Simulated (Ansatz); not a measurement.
Compare A (`OB1CC1Br`) with its isomer B (`BrB1CCO1`).

Gas-phase electronic energies from Ansatz, PBE0-D4/def2-TZVP geometries. CCSD(T)/CBS adds triple-zeta CCSD(T) − MP2 to the extrapolated MP2 energy (def2 sets, frozen cores). Functionals use def2-TZVPP. B3LYP here is the variant with VWN-RPA as its local correlation; programs differ in this. For Br outer-core shells are correlated without core-valence functions, which leaves a few kJ/mol of doubt a bond. Scalar relativity is left out up to krypton. Each species was taken in one conformer, which may not be the lowest.

**Question.** Which isomer does CCSD(T)/CBS put lower? Give the gap. (Best estimate.)

**Answer.** Computed: B, by 36.0 kcal/mol.

**Question.** Give E(B) − E(A) in kcal/mol with B3LYP, PBE0-D4, B2PLYP, ωB97M-V, CCSD(T)/def2-TZVPP, MP2/def2-TZVPP, r2SCAN-D4. (Estimate.)

**Answer.** Ansatz gave: B3LYP -33.5, PBE0-D4 -34.6, B2PLYP -34.9, ωB97M-V -34.9, CCSD(T)/def2-TZVPP -36.7, MP2/def2-TZVPP -36.3, r2SCAN-D4 -34.7. None reverses the order clearly.

Largest T1 diagnostic: 0.012.

From PBE to PBE0 (25 % exact exchange), in def2-TZVPP and without D4, E(B) − E(A) moves by −1.1 kcal/mol.
